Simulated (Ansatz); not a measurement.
GeHFBr2, SMILES [F][GeH]([Br])[Br].

Geometry: B3LYP-D3(BJ)/def2-SVP. The structure was generated by enumeration, and PubChem lists no compound with its InChIKey, so it may never have been made.

Two levels are set side by side: PBE/def2-SVPD (Ansatz, an electronic-structure program) and PBE0/def2-SVPD (Ansatz). Energy differences of separate SCF runs at the same geometry; the states with an electron removed or added have multiplicity 2 and 2. Differences are taken from unrounded values.

```json
[
 {"quantity": "vertical ionisation energy (eV)", "PBE0": "10.99"},
 {"quantity": "vertical electron affinity (eV)", "PBE0": "0.31"},
 {"quantity": "vertical singlet–triplet gap (eV)", "PBE0": "5.23"}
]
```

**Question.** What does PBE give, and how far is it from PBE0? (The exact figures need the calculation; the answer reports its results.)

**Answer.** 
```
quantity                             PBE  PBE minus PBE0
---------------------------------  -----  --------------
vertical ionisation energy (eV)    10.58           -0.41
vertical electron affinity (eV)     0.43            0.12
vertical singlet–triplet gap (eV)   4.80           -0.42
```
